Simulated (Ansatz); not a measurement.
The cluster Si₄Ge₃ (the lowest singlet isomer of a short search). Charge 0, multiplicity 1. Geometry PBE-D4/def2-SVP, basis def2-TZVP, Ansatz.

| atom | x (Å) | y (Å) | z (Å) |
| --- | --- | --- | --- |
| Si1 | -1.060 | 1.082 | -0.614 |
| Si2 | 0.456 | 0.222 | 1.260 |
| Si3 | -0.803 | -1.398 | -0.269 |
| Si4 | 1.110 | -0.054 | -1.199 |
| Ge5 | 1.060 | 2.269 | -0.469 |
| Ge6 | -2.271 | -0.074 | 1.152 |
| Ge7 | 1.508 | -2.047 | 0.140 |

```tsv
run	HOMO (eV)	LUMO (eV)
A	-5.42	-3.51
B	-7.73	-1.16
C	-5.96	-2.89
D	-5.70	-3.28
E	-5.19	-3.48
F	-5.30	-3.32
```

The structure comes from a short search, and lower isomers may exist.

Question: The runs used B97M-V, PBE, PBE0, r2SCAN, r2SCANh, ωB97X-V. Estimate which is which.

Answer: A r2SCAN (0 % exact exchange); B ωB97X-V (range-separated); C PBE0 (25 % exact exchange); D r2SCANh (10 % exact exchange); E PBE (0 % exact exchange); F B97M-V (0 % exact exchange). Exact exchange lowers occupied and raises empty levels; among semilocal functionals meta-GGAs tend to open the gap a little, and such runs are hard to tell apart. The gap grows from 1.71 eV (PBE) to 6.57 eV (ωB97X-V).
